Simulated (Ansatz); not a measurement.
Calculation: Ansatz (a quantum-chemistry and plane-wave program) with frozen-core CCSD(T)/cc-pVTZ.

Ansatz 0.2 input:
```yaml
crystal:
  periodic: [false, false, false]
  atoms:
    - { symbol: Br, position_ang: [0.0, 0.0, 0.0] }
basis:
  gaussian: { orbitals: cc-pVTZ }
correlation:
  method: ccsd_t
magnetization:
  spin_polarized: true
  initial_magnetization: 1
```

Output:

```
Functional definition: HF
276 factors; integrals over basis functions are off by at most 1.8e-4 eV
mean field evaluation 1: about -69999.6032 eV, gradient 5.1e0 eV
mean field evaluation 2: about -69999.6036 eV, gradient 5.1e0 eV
mean field evaluation 4: about -69999.7946 eV, gradient 5.2e-1 eV
mean field evaluation 8: about -69999.7968 eV, gradient 1.1e-3 eV
mean field evaluation 16: about -69999.7950 eV, gradient 5.3e-1 eV
mean field evaluation 32: about -69999.7968 eV, gradient 4.2e-3 eV
mean field evaluation 64: about -69999.7968 eV, gradient 7.5e-4 eV
mean field -69999.79681619 eV, -2572.4450854287 hartree, gradient 4.6e-7 eV, S^2 0.758700; 4 other end points of the search recorded, 0 dependent functions left out
9 core orbitals not correlated
reference -69999.79681619 eV, -2572.4450854287 hartree; 9, 8 occupied and 25, 26 virtual orbitals, 276 factors
second order -5.28897282 eV of doubles, -0.00000000 eV of singles
cycle   1  -5.56230103 eV  change   -2.7e-1 eV  update   4.0e-2
cycle   2  -5.70632622 eV  change   -1.4e-1 eV  update   1.2e-2
cycle   3  -5.70906062 eV  change   -2.7e-3 eV  update   3.1e-3
cycle   4  -5.70984639 eV  change   -7.9e-4 eV  update   7.8e-4
cycle   5  -5.70970725 eV  change    1.4e-4 eV  update   1.6e-4
cycle   6  -5.70970002 eV  change    7.2e-6 eV  update   4.7e-5
cycle   7  -5.70971607 eV  change   -1.6e-5 eV  update   1.3e-5
perturbative correction -0.17067464 eV, -0.0062721772 hartree
Total energy: -70005.67720690 eV, -2572.6611858012 hartree
```

Cost: around 4 core-seconds (rough).
